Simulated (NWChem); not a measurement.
System: HSOF2 cation; SMILES [OH+]=S(F)F

Input file for NWChem:

```
start job
memory heap 200 mb stack 900 mb global 1100 mb
charge 1
geometry units angstroms noautosym nocenter noautoz
  O      0.180590     1.437522     0.000000
  S     -0.453227     0.044047     0.000000
  F      0.276931    -0.686957    -1.159659
  F      0.276931    -0.686957     1.159659
  H      1.161793     1.552824     0.000000
end
basis spherical
  O library 6-31g*
  S library 6-31g*
  F library 6-31g*
  H library 6-31g*
end
dft
  xc b3lyp
  iterations 150
end
property
  shielding 4 1 2 3 5
end
task dft property
```

Output (shortened):

```
             Northwest Computational Chemistry Package (NWChem) 7.3.0
             --------------------------------------------------------

                             Geometry "geometry" -> ""
                             -------------------------

 Output coordinates in angstroms (scale by  1.889725989 to convert to a.u.)

  No.       Tag          Charge          X              Y              Z
 ---- ---------------- ---------- -------------- -------------- --------------
    1 O                    8.0000     0.18059000     1.43752200     0.00000000
    2 S                   16.0000    -0.45322700     0.04404700     0.00000000
    3 F                    9.0000     0.27693100    -0.68695700    -1.15965900
    4 F                    9.0000     0.27693100    -0.68695700     1.15965900
    5 H                    1.0000     1.16179300     1.55282400     0.00000000

 Effective nuclear repulsion energy (a.u.)     203.9900011173

                              NWChem Property Module
                              ----------------------

  itol2e modified to match energy
  convergence criterion.

                                 NWChem DFT Module
                                 -----------------

 Summary of "ao basis" -> "ao basis" (spherical)
 ------------------------------------------------------------------------------
       Tag                 Description            Shells   Functions and Types
 ---------------- ------------------------------  ------  ---------------------
 O                           6-31g*                  6       14   3s2p1d
 S                           6-31g*                  8       18   4s3p1d
 F                           6-31g*                  6       14   3s2p1d
 H                           6-31g*                  2        2   2s

  itol2e modified to match energy
  convergence criterion.

[...]

          -----------------------------------------
          Chemical Shielding Tensors (GIAO, in ppm)
          -----------------------------------------

                                NWChem CPHF Module
                                ------------------

  scftype          =     RHF
  nclosed          =       21
  nopen            =        0
  variables        =      861
  # of vectors     =        3
  tolerance        = 0.10D-03
  level shift      = 0.00D+00
  max iterations   =       50
  max subspace     =       30

 SCF residual:    2.6189934360890165E-004

Iterative solution of linear equations
  No. of variables      861
  No. of equations        3
  Maximum subspace       30
        Iterations       50
       Convergence  1.0D-04

   iter   nsub   residual    time
   ----  ------  --------  ---------
     1      3    5.13D-01       9.9
     2      6    1.95D-02      11.2
     3      9    1.08D-03      12.5
     4     12    8.57D-05      13.9

      Atom:    1  O
        Diamagnetic
    394.5803      9.5572     -0.0000
      9.5572    408.4210     -0.0000
     -0.0000     -0.0000    382.0190

        Paramagnetic
   -317.8276     62.2010     -0.0000
     62.2010   -231.5085      0.0000
     -0.0000      0.0000   -195.8641

        Total Shielding Tensor
     76.7527     71.7583     -0.0000
     71.7583    176.9125      0.0000
     -0.0000      0.0000    186.1549

           isotropic =     146.6067
          anisotropy =     101.5974

          Principal Components and Axis System
                 1           2           3
              214.3383    186.1549     39.3269

      1         0.4624     -0.0000      0.8867
      2         0.8867      0.0000     -0.4624
      3        -0.0000      1.0000      0.0000

      Atom:    2  S
        Diamagnetic
   1041.1912     -1.6667      0.0000
     -1.6667   1049.4458     -0.0000
      0.0000     -0.0000   1048.4893

        Paramagnetic
   -914.7660     28.7070      0.0000
     28.7070  -1121.4070     -0.0000
      0.0000     -0.0000  -1049.9306

        Total Shielding Tensor
    126.4252     27.0404      0.0000
     27.0404    -71.9612     -0.0000
      0.0000     -0.0000     -1.4413

           isotropic =      17.6742
          anisotropy =     168.5558

          Principal Components and Axis System
                 1           2           3
              130.0448    -75.5808     -1.4413

      1         0.9912     -0.1327     -0.0000
      2         0.1327      0.9912     -0.0000
      3         0.0000      0.0000      1.0000

      Atom:    3  F
        Diamagnetic
    466.2021     -6.0905     -9.4644
     -6.0905    468.9434     10.7118
     -9.4644     10.7118    479.1671

        Paramagnetic
   -401.7894   -100.6772   -103.2230
   -100.6772   -320.6886     -1.1703
   -103.2230     -1.1703   -299.5735

        Total Shielding Tensor
     64.4127   -106.7678   -112.6874
   -106.7678    148.2548      9.5415
   -112.6874      9.5415    179.5937

           isotropic =     130.7537
          anisotropy =     231.6504

          Principal Components and Axis System
                 1           2           3
              285.1873    152.7736    -45.6998

      1        -0.5727      0.0899      0.8149
      2         0.4922     -0.7572      0.4294
      3         0.6556      0.6470      0.3894

      Atom:    4  H
        Diamagnetic
     38.4958      6.8343     -0.0000
      6.8343     19.3989     -0.0000
     -0.0000     -0.0000     12.9922

        Paramagnetic
     -8.8143     -1.0744      0.0000
     -1.0744      2.8882      0.0000
      0.0000      0.0000      5.7305

[...]
```

Level: B3LYP/6-31G* (spherical d), GIAO. The geometry was optimised at PBE0/def2-SVP. B3LYP is NWChem's, with the RPA form of VWN correlation. The output numbers the shielded atoms by their place in the input's list. The printed shielding anisotropy is the first printed principal value minus the mean of the other two.
